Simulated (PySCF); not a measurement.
C₆ coefficients of unlike pairs at PBE0

Calculated with PySCF 2.14 from the dipole response of each species, C₆(A,B) = (3/π) ∫ α_A(iu) α_B(iu) du, in atomic units, from isotropic polarisabilities. For ions this is the dispersion term alone; charge-induced terms of lower order in 1/R come first.

| species | configuration | basis | relativity | α (bohr³) | C₆ (like pair) |
| --- | --- | --- | --- | --- | --- |
| Au³⁺ | [Xe] 4f14 5d8 (3F) | def2-TZVPPD with the def2 core potential (60 electrons) (6s5p3d2f1g) | core potential | 5.626 | 32.07 |
| N | [He] 2s2 2p3 (4S) | aug-cc-pCVTZ-DK (7s6p4d2f) | spin-free X2C | 7.602 | 25.82 |
| Zn | [Ar] 3d10 4s2 (1S) | aug-cc-pVDZ-PP with ECP10MDF (5s5p4d2f) | core potential | 40.74 | 295.3 |
| Ar²⁺ | [Ne] 3s2 3p4 (3P) | aug-cc-pVDZ-DK (5s4p2d) | spin-free X2C | 4.699 | 16.72 |

Question: Estimate C₆ for Ar²⁺ with N.

Answer: The integral gives 20.30. The combination rule 2 C_A C_B / (C_A α_B/α_A + C_B α_A/α_B) gives 20.07 and the geometric mean 20.77.

No spin-orbit coupling is included.

The other pairs:

```csv
pair,C₆
"Ar²⁺, Au³⁺",22.73
"Zn, Au³⁺",73.20
"Zn, N",79.92
"N, Au³⁺",26.81
"Ar²⁺, Zn",57.67
```
